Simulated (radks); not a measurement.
Valence configurations of Cu (all share [Ar]). All-electron calculation, non-relativistic Kohn-Sham, r2SCAN, spin-polarised, spherical densities, point nucleus; open shells are filled with parallel spins first; meta-GGA in the generalised Kohn-Sham scheme. Program: a radial shooting solver on a logarithmic mesh with Libxc functionals. Energies are relative to 3d10 4s1; eigenvalues in eV for spin up.

| valence | E (eV) | moment (Bohr magnetons) | e(3d) | e(4p) | e(4s) |
|---|---|---|---|---|---|
| 3d10 4s1 | 0.000 | 1 | -5.238 | - | -5.125 |
| 3d9.5 4s1.5 | 1.069 | 1 | -7.901 | - | -5.565 |
| 3d10 4s0.5 4p0.5 | 2.100 | 1 | -6.346 | -1.411 | -5.510 |
| 3d9 4s2 | 2.593 | 1 | -10.829 | - | -5.978 |
| 3d9.5 4s1 4p0.5 | 2.608 | 2 | -8.759 | -1.788 | -6.573 |
| 3d10 4p1 | 4.134 | 1 | -7.343 | -1.884 | - |
| 3d9 4s1 4p1 | 6.193 | 3 | -12.479 | -2.621 | -7.909 |
| 3d9 4p2 | 11.449 | 3 | -14.236 | -3.355 | - |
| 3d8 4s2 4p1 | 13.385 | 3 | -19.380 | -3.048 | -8.950 |
| 3d8 4s1 4p2 | 16.796 | 5 | -20.522 | -4.106 | -10.394 |

NIST lists [Ar] 3d10 4s1 as the ground configuration; this level of theory agrees among the configurations tried. The energies are those of spherical high-spin densities, not of single terms.
